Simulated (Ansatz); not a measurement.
`C=CC(=C)F` + `O[SiH2]F` → `C=CO[SiH2]F` + `C=CF`  (substitution at a C–C bond)

Gas-phase electronic energies from Ansatz, PBE0-D4/def2-TZVP geometries. CCSD(T)/CBS adds triple-zeta CCSD(T) − MP2 to the extrapolated MP2 energy (def2 sets, frozen cores). One conformer a species, not always the lowest.

`C=CC(=C)F`:

Z-matrix (Å, degrees):
```
C
C 1 1.330
H 1 1.083 2 121.0
H 1 1.083 2 121.3 3 -180.0
C 2 1.448 1 124.2 3 180.0
H 2 1.085 1 120.8 3 0.0
F 5 1.342 2 114.4 1 -0.0
C 5 1.328 2 126.3 1 -180.0
H 8 1.081 5 119.6 2 -0.0
H 8 1.081 5 121.2 2 180.0
```

`O[SiH2]F`:

```xyz
6

O    -0.537    1.143    0.157
Si    0.040   -0.380    0.096
F     1.616   -0.403    0.345
H    -0.337    1.746   -0.559
H    -0.611   -1.115    1.196
H    -0.171   -0.992   -1.236
```

`C=CO[SiH2]F`:

Z-matrix (Å, degrees):
```
Si
F 1 1.592
O 1 1.635 2 110.4
H 1 1.481 2 106.8 3 -119.5
H 1 1.473 2 108.3 3 116.3
C 3 1.360 1 126.6 2 -80.9
C 6 1.322 3 122.4 1 170.1
H 6 1.089 3 115.4 1 -10.7
H 7 1.082 6 121.4 3 -0.8
H 7 1.081 6 119.6 3 179.2
```

`C=CF`:

Z-matrix (Å, degrees):
```
C
C 1 1.316
H 1 1.081 2 119.2
H 1 1.082 2 121.6 3 -180.0
F 2 1.336 1 122.3 3 180.0
H 2 1.084 1 125.7 3 0.0
```

| level | ΔE (kJ/mol) |
| --- | --- |
| HF/def2-QZVPP | 59.1 |
| MP2/def2-QZVPP | 76.2 |

Task: What does CCSD(T)/CBS give? (Best estimate.)

Result: The calculation gave: +70.7 kJ/mol. The listed levels differ from it by -11.6, 5.5 kJ/mol.

Largest T1 diagnostic among the species: 0.012.

In def2-TZVPP, CCSD(T) changes the Hartree–Fock value by +8.9 kJ/mol (the triples alone add +1.7 kJ/mol) and MP2 by +15.4 kJ/mol.
